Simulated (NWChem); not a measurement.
# HP in NWChem

SMILES: [PH]
```xyz
2

P      0.0000     0.0000     0.0907
H      0.0000     0.0000    -1.3604
```
Charge 0, spin multiplicity 3.

The numbers come from NWChem runs, not from measurements. The geometry was optimised at UPBE/def2-SVP, a minimum by its harmonic frequencies.

The correlated methods keep 5 core orbitals frozen. This spin state was chosen for the runs; another may lie lower. The structure started from a generated list of species. The unpaired electrons of the parent sit in orbitals of symmetry b1 and b2 (C2v labels of the run); other states weren't searched. The stability of the SCF solutions was not checked. Open-shell Hartree-Fock references start from PBE0 orbitals.

Worked example. At MP2/def2-QZVP the molecule has a total energy of -341.41631 Ha and the free atoms (multiplicities P 4, H 2) H -0.49998, P -340.80869 Ha. The electronic atomisation energy is the atoms' sum less the molecule's energy.

1·(-340.80869) + 1·(-0.49998) = -341.30867 Ha for the atoms; less the molecule's energy this leaves 0.10764 Ha, or 67.5 kcal/mol (283 kJ/mol), without zero-point, thermal or spin-orbit terms. For one electron MP2 and coupled cluster equal Hartree-Fock, which gives the hydrogen atom's value.
